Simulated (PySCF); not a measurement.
A structure optimised at PBE-D3(BJ)/def2-SVP, used in a PySCF frequency run:

```xyz
7

Zr     0.0610    -0.0104     0.0178
Cl     1.4077     0.9617    -1.6431
Cl     1.1313    -0.1483     2.0994
S     -0.7561    -2.1860    -0.6698
H     -0.7550    -1.7396    -1.9639
S     -1.9696     1.3053     0.2288
H     -1.2404     2.4178     0.5527
```

**Question.** Write its SMILES and formula.

**Answer.** [SH][Zr]([SH])([Cl])[Cl], Cl2H2S2Zr

**Question.** What are its rotational constants (standard atomic weights)?

**Answer.** 0.99287, 0.97972, 0.93326 GHz
